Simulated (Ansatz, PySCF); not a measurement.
Noncovalent pair: HF (SMILES F) (first 2 atoms) with CH2O2 (SMILES O=CO); geometry from B3LYP-D3(BJ)/def2-TZVP, rigid monomers moved along the line of their centres of mass till H2···O3 is 1.49 Å.
(charge 0, multiplicity 1):
| atom | x (Å) | y (Å) | z (Å) |
|---|---|---|---|
| F | 0.3902 | 0.0014 | 0.4621 |
| H | -0.1553 | -0.4725 | 1.0950 |
| O | -0.6676 | -0.7876 | 2.4544 |
| C | -0.0863 | -0.0380 | 3.2119 |
| O | 0.8142 | 0.8632 | 2.8638 |
| H | -0.2571 | -0.0357 | 4.2926 |
| H | 0.9420 | 0.8335 | 1.8891 |

Monomers are frozen at their geometry in the pair; levels with a basis set take the counterpoise correction.

Correlated levels freeze the cores. CBS: X⁻³ extrapolation of the correlation energy, Hartree–Fock from the larger set.

Programs: Ansatz (Gaussian orbitals); PySCF for the dispersion terms. Values without a source in brackets are computed.

PBE/def2-TZVPPD gives -508.0 meV for the interaction energy.

Question: Predict the shift from PBE, with its sign, for: PBE-D3(BJ)/def2-TZVPPD, r2SCAN/def2-TZVPPD, B3LYP/def2-TZVPPD, wB97M-V/def2-TZVPPD, MP2/CBS(aug-cc-pVDZ, aug-cc-pVTZ), MP2/CBS(aug-cc-pVDZ, aug-cc-pVTZ) + ΔCCSD(T)/aug-cc-pVDZ.

Answer: PBE-D3(BJ)/def2-TZVPPD -33.9; r2SCAN/def2-TZVPPD -77.7; B3LYP/def2-TZVPPD 45.5; wB97M-V/def2-TZVPPD -2.5; MP2/CBS(aug-cc-pVDZ, aug-cc-pVTZ) 46.2; MP2/CBS(aug-cc-pVDZ, aug-cc-pVTZ) + ΔCCSD(T)/aug-cc-pVDZ 44.6 meV. 3 of 6 lie above PBE; the widest gap is to r2SCAN/def2-TZVPPD.

Ansatz is a program for electronic structure.
